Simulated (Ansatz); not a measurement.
Basis-set extrapolation for `[NH3+][Al-]([OH])([OH])[OH]` (PBE0-D4/def2-TZVP geometry, frozen core, Ansatz). Multiplicity 1, RHF reference.

```json
{"": "HF", "def2-TZVPP": "-524.818701", "def2-QZVPP": "-524.840806"}
{"": "MP2 correlation", "def2-TZVPP": "-1.042008", "def2-QZVPP": "-1.125715"}
{"": "CCSD(T) correlation", "def2-TZVPP": "-1.096290", "def2-QZVPP": "not run"}
```

Energies in hartree. Use E(X) = E(∞) + A·exp(−7.88·√X) for Hartree–Fock and E(X) = E(∞) + B·X^(−2.97) for correlation, with X = 3 and 4, and add CCSD(T) minus MP2 of the smaller set to the MP2 limit.

Problem. What is the CCSD(T) energy at the basis-set limit?

Solution. HF limit: -524.840806 + (-0.022105) × 0.13774 = -524.84385. MP2 limit: -1.125715 + (-0.083707) × 0.74074 = -1.18772. Higher-order term: -1.096290 − (-1.042008) = -0.05428. Total: -526.08585 hartree, 448.6 kJ/mol below CCSD(T)/def2-TZVPP.
